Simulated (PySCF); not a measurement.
C₅H₄OS.
Geometry (PBE0-D3(BJ)/def2-SVP, Å), atoms numbered from 1 in this order:
```
atom  x, y, z in Å
O1     1.832   -2.311    0.428
C2     0.685   -2.055    0.153
C3     0.162   -0.692    0.050
C4     0.860    0.484    0.238
C5     0.050    1.629    0.062
C6    -1.250    1.307   -0.255
S7    -1.494   -0.381   -0.343
H8    -0.062   -2.866   -0.042
H9     1.920    0.486    0.492
H10    0.403    2.656    0.164
H11   -2.080    1.988   -0.443
```

Computed with PBE0-D3(BJ)/def2-SVP geometry optimisation, gas phase (PySCF 2.14.0).

Masses are those of the commonest isotopes; rigid-rotor values at the optimised geometry. The values belong to one conformer with, in the numbering `[O:1]=[CH:2][c:3]1[cH:4][cH:5][cH:6][s:7]1`, O1–C2–C3–C4 0°.

Question: What are A, B and C (MHz)?

Answer: Ia = 100.33, Ib = 282.00, Ic = 382.33 u·Å²; 505379 MHz·u·Å²/I gives A = 5037, B = 1792, C = 1322 MHz.

Question: What kind of rotor is it?

Answer: An asymmetric top: κ = (2 × 1792 − 5037 − 1322)/(5037 − 1322) = -0.75.

Question: Is it planar, by Δ = Ic − Ia − Ib?

Answer: Planar: Δ = Ic − Ia − Ib = 0.00 u·Å². For a rigid frame Δ = −2 Σ m c², so it vanishes when all atoms lie in the ab plane; here none is more than 0.01 Å from it.

Question: Where do the levels up to J = 3 lie, in K?

Answer: Above 0(0,0), as E/k:
J = 1: 1(0,1) 0.149, 1(1,1) 0.305, 1(1,0) 0.328
J = 2: 2(0,2) 0.446, 2(1,2) 0.582, 2(1,1) 0.649, 2(2,1) 1.116, 2(2,0) 1.119
J = 3: 3(0,3) 0.885, 3(1,3) 0.995, 3(1,2) 1.130, 3(2,2) 1.565, 3(2,1) 1.576, 3(3,1) 2.401, 3(3,0) 2.401
The levels of one J sum to (2J + 1)J(J + 1)(A + B + C)/3.

Question: Which lines would a microwave search look for?

Answer: The dipole components are |μa| = 3.24 D, |μb| = 0.28 D, |μc| = 0.00 D; the mirror of this Cs structure is the ab plane, so μc vanishes by symmetry and there are no c-type lines. Intensities carry the squares of the components, which stand as 1.00 : 0.01 (a : b). Some lines, for components of 0.1 D or more:

```
type  branch         J(Ka,Kc)    MHz  lower level (cm⁻¹)
   a       Q  1(1,0) ← 1(1,1)    470               0.212
   a       Q  3(1,2) ← 3(1,3)   2819               0.691
   b       R  2(0,2) ← 1(1,1)   2935               0.212
   b       Q  1(1,0) ← 1(0,1)   3715               0.104
   a       R  2(1,2) ← 1(1,1)   5758               0.212
   a       R  2(0,2) ← 1(0,1)   6180               0.104
   b       R  1(1,1) ← 0(0,0)   6359               0.000
   a       R  2(1,1) ← 1(1,0)   6698               0.228
   a       R  3(1,3) ← 2(1,2)   8608               0.404
   b       R  2(1,2) ← 1(0,1)   9003               0.104
   a       R  3(0,3) ← 2(0,2)   9155               0.310
   b       Q  3(2,1) ← 3(1,2)   9295               0.785
   a       R  3(2,2) ← 2(2,1)   9342               0.776
   a       R  3(2,1) ← 2(2,0)   9529               0.778
   a       R  3(1,2) ← 2(1,1)  10016               0.451
   b       R  3(1,3) ← 2(0,2)  11430               0.310
   b       Q  3(2,2) ← 3(1,3)  11879               0.691
   b       R  2(2,1) ← 1(1,0)  16433               0.228
   b       R  2(2,0) ← 1(1,1)  16951               0.212
   b       Q  3(3,1) ← 3(2,2)  17429               1.088
   b       R  3(2,2) ← 2(1,1)  19077               0.451
   b       R  3(2,1) ← 2(1,2)  20722               0.404
   b       R  3(3,1) ← 2(2,0)  26723               0.778
   b       R  3(3,0) ← 2(2,1)  26774               0.776
```

Question: Estimate the classical rotational partition function at 50 K, 200 K and 500 K.

Answer: Point group Cs, symmetry number σ = 1; q = (√π/σ)·√((kT/h)³/(ABC)), k/h = 20836.6 MHz/K: 17300 at 50 K, 138000 at 200 K, 546000 at 500 K.

No PBE0-D3(BJ)/def2-SVP frequencies stand behind this structure, so it isn't proved a minimum. These are rigid-rotor constants of the computed structure; measured ground-state constants (B0) also hold zero-point vibration.
